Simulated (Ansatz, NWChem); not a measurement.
# How methods differ on CBrClF2 (SMILES FC(F)(Cl)Br)

CBrClF2: 5 atoms, total charge 0, spin state singlet. As SMILES, `FC(F)(Cl)Br`. The shape is that of a PBE0-D4/def2-TZVP optimisation.

Each level gives the atomisation enthalpy at 298 K (kJ/mol). The values are calculated. The thermal term (zero-point and 298 K enthalpy, harmonic and unscaled) is that of PBE0-D4/def2-TZVP; the spin-orbit lowering of the free atoms at 298 K, 20.7 kJ/mol by their spectra, is taken off.

(1) The value from experiment is 1551 kJ/mol (Active Thermochemical Tables). From what is known of these methods, estimate their order from the nearest to it to the farthest.
A. RPA@PBE/cc-pVDZ (Ansatz)
B. CCSD(T)/cc-pVDZ (Ansatz)
C. wB97M-V/cc-pVDZ (Ansatz)
D. MP3/cc-pVDZ (NWChem)
E. M06-2X/cc-pVDZ (NWChem)

Results:

(1) C (1536 kJ/mol, -15), E (1515 kJ/mol, -36), B (1351 kJ/mol, -200), D (1324 kJ/mol, -227), A (1166 kJ/mol, -385).
